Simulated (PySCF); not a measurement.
PW91 on Ni⁻ (nickel, charge -1), [Ar] 3d9 4s2, 2D determinant. Calculation: PySCF 2.14, in x2c-QZVPPall with one added diffuse shell each of s, p, d, f, g type (12s8p7d5f3g, 133 functions); the spin-free X2C one-electron Hamiltonian (Gaussian nucleus).

```
cycle= 1 E= -1520.46900339349  delta_E= 0.296  |g|= 1.25  |ddm|= 1.45
cycle= 2 E= -1518.96608892786  delta_E=  1.5  |g|= 3.25  |ddm|= 1.87
cycle= 3 E= -1520.66153578514  delta_E= -1.7  |g|= 0.755  |ddm|= 0.942
cycle= 4 E= -1520.77888884798  delta_E= -0.117  |g|= 0.36  |ddm|= 0.867
cycle= 5 E= -1520.81778539612  delta_E= -0.0389  |g|= 0.0666  |ddm|= 0.529
cycle= 6 E= -1520.81961001179  delta_E= -0.00182  |g|= 0.0216  |ddm|= 0.204
cycle= 7 E= -1520.81984488814  delta_E= -0.000235  |g|= 0.00249  |ddm|= 0.0722
cycle= 8 E= -1520.81984731861  delta_E= -2.43e-06  |g|= 0.000156  |ddm|= 0.00666
cycle= 9 E= -1520.81984732359  delta_E= -4.98e-09  |g|= 0.00014  |ddm|= 0.00103
cycle= 10 E= -1520.8198473281  delta_E= -4.51e-09  |g|= 0.00017  |ddm|= 0.000345
cycle= 11 E= -1520.81984733073  delta_E= -2.63e-09  |g|= 5.96e-06  |ddm|= 0.000282
cycle= 12 E= -1520.81984733073  delta_E= -8.87e-12  |g|= 3.49e-06  |ddm|= 1.32e-05
converged SCF energy = -1520.81984733073  <S^2> = 0.75696999  2S+1 = 2.0069579
```

Highest occupied orbital energy: 2.259 eV; ⟨L²⟩ = 6.04; populations by l: s 8.00, p 12.00, d 9.00, f 0.00.

Problem. Can this result be used?

Solution. With care. The run converged. At PW91 the highest occupied level has a positive energy, so only the finite basis holds that electron; in a semilocal or global hybrid functional this comes from self-interaction and does not mean that the real anion is unbound.
